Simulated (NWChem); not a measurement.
System: CH6ClNSi; SMILES C[Si@H](N)Cl

The following NWChem deck was run.

```
start job
memory heap 200 mb stack 900 mb global 1100 mb
geometry units angstroms
  C     -1.385413    -1.509842    -0.029128
  Si     0.086935    -0.402682    -0.468068
  N      1.463521    -1.031646     0.348882
  Cl    -0.153251     1.463953     0.272369
  H     -1.253205    -2.512094    -0.424349
  H     -1.512046    -1.592681     1.046651
  H     -2.310006    -1.116107    -0.440355
  H      0.215304    -0.255868    -1.922921
  H      2.290176    -0.466090     0.453009
  H      1.708901    -2.001878     0.249014
end
basis spherical
  * library 6-31g*
end
dft
  xc b3lyp
  iterations 150
end
driver
  maxiter 120
end
task dft optimize
task dft freq
```

Parts of the log:

```
             Northwest Computational Chemistry Package (NWChem) 7.3.0
             --------------------------------------------------------

 C1  symmetry detected

                             Geometry "geometry" -> ""
                             -------------------------

 Output coordinates in angstroms (scale by  1.889725989 to convert to a.u.)

  No.       Tag          Charge          X              Y              Z
 ---- ---------------- ---------- -------------- -------------- --------------
    1 C                    6.0000    -1.36671538    -1.39139552     0.29532552
    2 Si                  14.0000     0.04601553    -0.35479698    -0.42296066
    3 N                    7.0000     1.50408986    -0.89521822     0.31185644
    4 Cl                  17.0000    -0.12268061     1.58730480     0.11559741
    5 H                    1.0000    -1.27266284    -2.43392083     0.00812738
    6 H                    1.0000    -1.37841636    -1.34721509     1.38073321
    7 H                    1.0000    -2.33136360    -1.04090336    -0.05909819
    8 H                    1.0000     0.01904172    -0.37965536    -1.89036812
    9 H                    1.0000     2.33462223    -0.32801781     0.26131749
   10 H                    1.0000     1.74179514    -1.87241080     0.30063312

 Effective nuclear repulsion energy (a.u.)     223.9545800216

                                Z-matrix (autoz)
                                --------

 Units are Angstrom for bonds and degrees for angles

      Type          Name      I     J     K     L     M      Value
      ----------- --------  ----- ----- ----- ----- ----- ----------
    1 Stretch                  1     2                       1.89375
    2 Stretch                  1     5                       1.08544
    3 Stretch                  1     6                       1.08637
    4 Stretch                  1     7                       1.08582
    5 Stretch                  2     3                       1.71988
    6 Stretch                  2     4                       2.02244
    7 Stretch                  2     8                       1.46787
    8 Stretch                  3     9                       1.00700
    9 Stretch                  3    10                       1.00575
   10 Bend                     1     2     3               107.36084
   11 Bend                     1     2     4               111.24815
   12 Bend                     1     2     8               110.86680
   13 Bend                     2     1     5               111.14557
   14 Bend                     2     1     6               111.39108
   15 Bend                     2     1     7               111.23865
   16 Bend                     2     3     9               120.05163
   17 Bend                     2     3    10               120.05947
   18 Bend                     3     2     4               104.99178
   19 Bend                     3     2     8               115.93638
   20 Bend                     4     2     8               106.31618
   21 Bend                     5     1     6               107.71904
   22 Bend                     5     1     7               107.49611
   23 Bend                     6     1     7               107.66349
   24 Bend                     9     3    10               110.59588
   25 Torsion                  1     2     3     9        -163.76283
   26 Torsion                  1     2     3    10          52.68610
   27 Torsion                  3     2     1     5         -65.45062
   28 Torsion                  3     2     1     6          54.68001
   29 Torsion                  3     2     1     7         174.80325
   30 Torsion                  4     2     1     5        -179.80376
   31 Torsion                  4     2     1     6         -59.67313
   32 Torsion                  4     2     1     7          60.45011
   33 Torsion                  4     2     3     9         -45.28582
   34 Torsion                  4     2     3    10         171.16311
   35 Torsion                  5     1     2     8          62.10916
   36 Torsion                  6     1     2     8        -177.76021
   37 Torsion                  7     1     2     8         -57.63697
   38 Torsion                  8     2     3     9          71.69264
   39 Torsion                  8     2     3    10         -71.85844

                           NWChem Geometry Optimization
                           ----------------------------

 maximum gradient threshold         (gmax) =   0.000450
 rms gradient threshold             (grms) =   0.000300
 maximum cartesian step threshold   (xmax) =   0.001800
 rms cartesian step threshold       (xrms) =   0.001200
 fixed trust radius                (trust) =   0.300000
 source of zmatrix                         =   autoz

          -------------------
          Energy Minimization
          -------------------

 Using diagonal initial Hessian
 Scaling for Hessian diagonals: bonds = 1.00  angles = 0.25  torsions = 0.10

          --------
          Step   0

                                 NWChem DFT Module
                                 -----------------

 Summary of "ao basis" -> "ao basis" (spherical)
 ------------------------------------------------------------------------------
       Tag                 Description            Shells   Functions and Types
 ---------------- ------------------------------  ------  ---------------------
 C                           6-31g*                  6       14   3s2p1d
 Si                          6-31g*                  8       18   4s3p1d
 N                           6-31g*                  6       14   3s2p1d
 Cl                          6-31g*                  8       18   4s3p1d
 H                           6-31g*                  2        2   2s

            General Information
            -------------------
          SCF calculation type: DFT
          Wavefunction type:  closed shell.
          No. of atoms     :    10
          No. of electrons :    50
           Alpha electrons :    25
            Beta electrons :    25
          Charge           :     0
          Spin multiplicity:     1
          Use of symmetry is: off; symmetry adaption is: off
          Maximum number of iterations: 150
          AO basis - number of functions:    76
                     number of shells:    40
          Convergence on energy requested:  1.00D-06
          Convergence on density requested:  1.00D-05
          Convergence on gradient requested:  5.00D-04

              XC Information
              --------------
                         B3LYP Method XC Potential
                     Hartree-Fock (Exact) Exchange  0.200
                        Slater Exchange Functional  0.800 local
                    Becke 1988 Exchange Functional  0.720 non-local
              Lee-Yang-Parr Correlation Functional  0.810
                  VWN I RPA Correlation Functional  0.190 local

             Grid Information
             ----------------
          Grid used for XC integration:  medium
          Radial quadrature: Mura-Knowles
          Angular quadrature: Lebedev.
          Tag              B.-S. Rad. Rad. Pts. Rad. Cut. Ang. Pts.
          ---              ---------- --------- --------- ---------
          C                   0.70       49          10.0       434
          Si                  1.10       88           8.0       590
          N                   0.65       49          10.0       434
          Cl                  1.00       88          11.0       590
          H                   0.35       45          11.0       434
          Grid pruning is: on
          Number of quadrature shells:   544
          Spatial weights used:  Erf1

      Superposition of Atomic Density Guess
      -------------------------------------

 Sum of atomic energies:        -843.21127787

      Non-variational initial energy
      ------------------------------

 Total energy =    -845.084663
 1-e energy   =   -1608.084428
 2-e energy   =     539.045185
 HOMO         =      -0.333029
 LUMO         =       0.085633

[...]

      ----------------------
      Optimization converged
      ----------------------

  Step       Energy      Delta E   Gmax     Grms     Xrms     Xmax
  ---- ---------------- -------- -------- -------- -------- --------
@   29    -846.24436530 -2.0D-07  0.00004  0.00001  0.00042  0.00126
                                     ok       ok       ok       ok

                                Z-matrix (autoz)
                                --------

 Units are Angstrom for bonds and degrees for angles

      Type          Name      I     J     K     L     M      Value     Gradient
      ----------- --------  ----- ----- ----- ----- ----- ---------- ----------
    1 Stretch                  1     2                       1.87214    0.00000
    2 Stretch                  1     5                       1.09584    0.00001
    3 Stretch                  1     6                       1.09612   -0.00000
    4 Stretch                  1     7                       1.09483   -0.00000
    5 Stretch                  2     3                       1.72279    0.00004
    6 Stretch                  2     4                       2.11263    0.00000
    7 Stretch                  2     8                       1.48042    0.00003
    8 Stretch                  3     9                       1.01396    0.00001
    9 Stretch                  3    10                       1.01422    0.00001
   10 Bend                     1     2     3               109.85639    0.00000
   11 Bend                     1     2     4               106.98128   -0.00000
   12 Bend                     1     2     8               113.99720   -0.00001
   13 Bend                     2     1     5               110.20216    0.00000
   14 Bend                     2     1     6               111.19410    0.00001
   15 Bend                     2     1     7               110.96578   -0.00001
   16 Bend                     2     3     9               119.13721    0.00001
   17 Bend                     2     3    10               119.54406    0.00000
   18 Bend                     3     2     4               114.18160   -0.00001
   19 Bend                     3     2     8               107.06849    0.00001
   20 Bend                     4     2     8               104.82919    0.00001
   21 Bend                     5     1     6               108.19116   -0.00002
   22 Bend                     5     1     7               108.55056    0.00000
   23 Bend                     6     1     7               107.63208    0.00001
   24 Bend                     9     3    10               110.36787   -0.00001
   25 Torsion                  1     2     3     9         169.93619    0.00000
   26 Torsion                  1     2     3    10         -49.35146    0.00000
   27 Torsion                  3     2     1     5         -60.92674   -0.00000
   28 Torsion                  3     2     1     6          59.03812   -0.00001
   29 Torsion                  3     2     1     7         178.80628   -0.00000
   30 Torsion                  4     2     1     5         174.62523    0.00001
   31 Torsion                  4     2     1     6         -65.40991   -0.00000
   32 Torsion                  4     2     1     7          54.35825    0.00001
   33 Torsion                  4     2     3     9         -69.89495   -0.00001
   34 Torsion                  4     2     3    10          70.81740   -0.00001
   35 Torsion                  5     1     2     8          59.22950    0.00001
   36 Torsion                  6     1     2     8         179.19436   -0.00001
   37 Torsion                  7     1     2     8         -61.03748    0.00001
   38 Torsion                  8     2     3     9          45.65851    0.00000
   39 Torsion                  8     2     3    10        -173.62914    0.00000

                         Geometry "geometry" -> "geometry"
                         ---------------------------------

 Output coordinates in angstroms (scale by  1.889725989 to convert to a.u.)

[...]

 Rotational Constants
 --------------------
 A=   0.191842 cm-1  (  0.276012 K)
 B=   0.105121 cm-1  (  0.151243 K)
 C=   0.076018 cm-1  (  0.109370 K)

 Temperature                      =   298.15K
 frequency scaling parameter      =   1.0000

 Zero-Point correction to Energy  =   46.528 kcal/mol  (  0.074147 au)
 Thermal correction to Energy     =   50.630 kcal/mol  (  0.080685 au)
 Thermal correction to Enthalpy   =   51.223 kcal/mol  (  0.081628 au)

 Total Entropy                    =   79.002 cal/mol-K
   - Translational                =   39.547 cal/mol-K (mol. weight =  94.9958)
   - Rotational                   =   26.445 cal/mol-K (symmetry #  =        1)
   - Vibrational                  =   13.010 cal/mol-K

 Cv (constant volume heat capacity) =   22.287 cal/mol-K
   - Translational                  =    2.979 cal/mol-K
   - Rotational                     =    2.979 cal/mol-K
   - Vibrational                    =   16.328 cal/mol-K

[normal modes left out]

 ----------------------------------------------------------------------------
 Normal Eigenvalue ||           Projected Infra Red Intensities
  Mode   [cm**-1]  || [atomic units] [(debye/angs)**2] [(KM/mol)] [arbitrary]
 ------ ---------- || -------------- ----------------- ---------- -----------
    1       -0.000 ||    0.000644           0.015         0.628       0.157
    2       -0.000 ||    0.000005           0.000         0.005       0.001
    3        0.000 ||    0.000842           0.019         0.820       0.205
    4        0.000 ||    0.000484           0.011         0.472       0.118
    5        0.000 ||    0.000309           0.007         0.302       0.075
    6        0.000 ||    0.000581           0.013         0.566       0.141
    7      142.389 ||    0.000048           0.001         0.047       0.012
    8      191.418 ||    0.007262           0.168         7.080       1.768
    9      210.012 ||    0.007020           0.162         6.844       1.709
   10      255.616 ||    0.007126           0.164         6.947       1.735
   11      302.423 ||    0.023975           0.553        23.372       5.838
   12      469.262 ||    0.009184           0.212         8.953       2.236
   13      508.560 ||    0.336553           7.765       328.089      81.947
   14      650.793 ||    0.013557           0.313        13.216       3.301
   15      699.946 ||    0.040566           0.936        39.546       9.877
   16      787.089 ||    0.009011           0.208         8.785       2.194
   17      843.159 ||    0.007966           0.184         7.766       1.940
   18      892.811 ||    0.211689           4.884       206.365      51.544
   19      916.831 ||    0.086602           1.998        84.424      21.087
   20      945.552 ||    0.166601           3.844       162.410      40.566
   21     1337.019 ||    0.027773           0.641        27.074       6.762
   22     1489.690 ||    0.003884           0.090         3.787       0.946
   23     1492.698 ||    0.003554           0.082         3.465       0.865
   24     1629.107 ||    0.057951           1.337        56.493      14.110
   25     2286.160 ||    0.146860           3.388       143.166      35.759
   26     3053.916 ||    0.001836           0.042         1.790       0.447
   27     3127.998 ||    0.007642           0.176         7.450       1.861
   28     3138.493 ||    0.006705           0.155         6.536       1.633
   29     3550.490 ||    0.023969           0.553        23.366       5.836
   30     3640.900 ||    0.021882           0.505        21.332       5.328
 ----------------------------------------------------------------------------
```

Level: B3LYP/6-31G* (spherical d).
